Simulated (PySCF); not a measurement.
LDA on V- (vanadium, charge -1), [Ar] 3d4 4s2, high-spin 5D determinant. Computed with PySCF 2.14 in x2c-QZVPPall with one added diffuse shell each of s, p, d, f, g type (12s8p6d4f3g, 121 functions), with scalar relativity by spin-free X2C-1e.

```
cycle= 1 E= -947.03037374311  delta_E= -0.0297  |g|= 0.204  |ddm|= 3.27
cycle= 2 E= -946.94403193523  delta_E= 0.0863  |g|= 0.517  |ddm|= 0.536
cycle= 3 E= -947.045377076857  delta_E= -0.101  |g|= 0.0125  |ddm|= 0.539
cycle= 4 E= -947.044767419961  delta_E= 0.00061  |g|= 0.0338  |ddm|= 0.194
cycle= 5 E= -947.04562386774  delta_E= -0.000856  |g|= 0.00341  |ddm|= 0.0988
cycle= 6 E= -947.045630929898  delta_E= -7.06e-06  |g|= 3.92e-05  |ddm|= 0.00966
cycle= 7 E= -947.045630933607  delta_E= -3.71e-09  |g|= 1.28e-05  |ddm|= 0.000567
cycle= 8 E= -947.045630933943  delta_E= -3.36e-10  |g|= 1.02e-05  |ddm|= 0.000267
converged SCF energy = -947.045630933943  <S^2> = 6.0598178  2S+1 = 5.0238701
```

Highest occupied orbital energy: 1.819 eV; ⟨L²⟩ = 6.03; populations by l: s 8.00, p 12.00, d 4.00, f 0.00.

Task: Can this result be used?

Result: With care. The run converged. At LDA the highest occupied level has a positive energy, so only the finite basis holds that electron; in a semilocal or global hybrid functional this comes from self-interaction and does not mean that the real anion is unbound.
